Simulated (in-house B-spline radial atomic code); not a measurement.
Orbital energies and mean radii along the 65-electron series, configuration 1s2 2s2 2p6 3s2 3p6 3d10 4s2 4p6 4d10 4f5/2(6) 4f7/2(7) 5s2 5p1/2(2) 5p3/2(2). The effective charge is n√(-2ε), a non-relativistic measure. Computed with a radial B-spline atomic code at the basis-set limit: Dirac-Hartree-Fock, jj configuration that fills j = l - 1/2 first, finite nuclei.

```json
{"ion": "Lu6+", "Z": "71", "energy of 4f7/2 (Eh)": "-3.9269", "mean radius of 4f7/2 (bohr)": "0.65977", "energy of 5p3/2 (Eh)": "-4.1256", "mean radius of 5p3/2 (bohr)": "1.303", "energy of 4f5/2 (Eh)": "-4.0142", "mean radius of 4f5/2 (bohr)": "0.65151", "energy of 4d5/2 (Eh)": "-11.127", "mean radius of 4d5/2 (bohr)": "0.55093", "effective charge of 4f7/2": "11.21"}
{"ion": "Hf7+", "Z": "72", "energy of 4f7/2 (Eh)": "-4.9585", "mean radius of 4f7/2 (bohr)": "0.62603", "energy of 5p3/2 (Eh)": "-4.9065", "mean radius of 5p3/2 (bohr)": "1.246", "energy of 4f5/2 (Eh)": "-5.0549", "mean radius of 4f5/2 (bohr)": "0.61852", "energy of 4d5/2 (Eh)": "-12.43", "mean radius of 4d5/2 (bohr)": "0.53759", "effective charge of 4f7/2": "12.597"}
{"ion": "Ta8+", "Z": "73", "energy of 4f7/2 (Eh)": "-6.0706", "mean radius of 4f7/2 (bohr)": "0.59686", "energy of 5p3/2 (Eh)": "-5.7377", "mean radius of 5p3/2 (bohr)": "1.1943", "energy of 4f5/2 (Eh)": "-6.1768", "mean radius of 4f5/2 (bohr)": "0.58989", "energy of 4d5/2 (Eh)": "-13.817", "mean radius of 4d5/2 (bohr)": "0.52469", "effective charge of 4f7/2": "13.938"}
```
